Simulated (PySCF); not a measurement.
# Where the electron goes

Species: C₆H₆BrN.
Atom-mapped SMILES: `[NH2:1][c:2]1[cH:3][cH:4][cH:5][c:6]([Br:7])[cH:8]1` (hydrogens: H9, H10 on N1; H11 on C3; H12 on C4; H13 on C5; H14 on C8)

Level of theory: TDDFT PBE0/def2-SVPD, vertical, gas phase, core orbitals frozen in the response in PySCF. Geometry: PBE0-D3(BJ)/def2-SVP; no solvent, vibrations or thermal averaging. Relativistic effects, spin–orbit coupling among them, are left out although an element past zinc is present. Torsions of this conformer, `[NH2:1][c:2]1[cH:3][cH:4][cH:5][c:6]([Br:7])[cH:8]1`: H–N1–C2–C3 -21°, H–N1–C2–C3 -162°.

Kohn–Sham orbitals with the atoms that hold most of them (Löwdin shares over 4%, at most four atoms; ? is withheld):

```csv
orbital,ε (eV),atoms
LUMO+2,0.07,"Br7 59%, C6 21%"
LUMO+1,-0.08,"C2 21%, C5 19%, C4 12%, C6 11%"
LUMO,-0.51,?
HOMO,-6.23,?
HOMO-1,-7.06,"Br7 30%, C8 21%, C6 15%, C4 11%"
HOMO-2,-8.18,"Br7 84%, C6 9%"
HOMO-3,-8.56,"Br7 33%, C4 19%, C3 12%, C5 10%"
```

Question: Which atoms hold the LUMO, and with what shares?

Answer: C6 (bonded to Br and 2 C) 19%; C4 (bonded to 2 C and H) 18%; C8 (bonded to 2 C and H) 17%; C3 (bonded to 2 C and H) 17%.

Question: Which atoms hold the HOMO, and with what shares?

Answer: N1 (bonded to C and 2 H) 25%; C5 (bonded to 2 C and H) 19%; C3 (bonded to 2 C and H) 13%; C2 (bonded to 2 C and N) 13%. By element: carbon 44% or more, nitrogen 25%.

Question: The HOMO–LUMO gap is 5.72 eV. Where does the response calculation put the lowest singlet, and from which orbitals?

Answer: S1 is at 4.70 eV (f = 0.046), 1.03 eV below the gap, made of HOMO→LUMO (86%), HOMO-1→LUMO+1 (11%). 

Next come S2 at 5.17 eV (f 0.0005), HOMO→LUMO+2 (96%); S3 at 5.46 eV (f 0.070), HOMO→LUMO+1 (70%), HOMO-1→LUMO (22%); S4 at 5.69 eV (f 0.0046), HOMO→LUMO+3 (78%), HOMO-1→LUMO+2 (12%); S5 at 5.74 eV (f 0.0011), HOMO-1→LUMO+2 (82%), HOMO→LUMO+3 (11%).

Löwdin shares depend on the basis, the more so with diffuse functions.
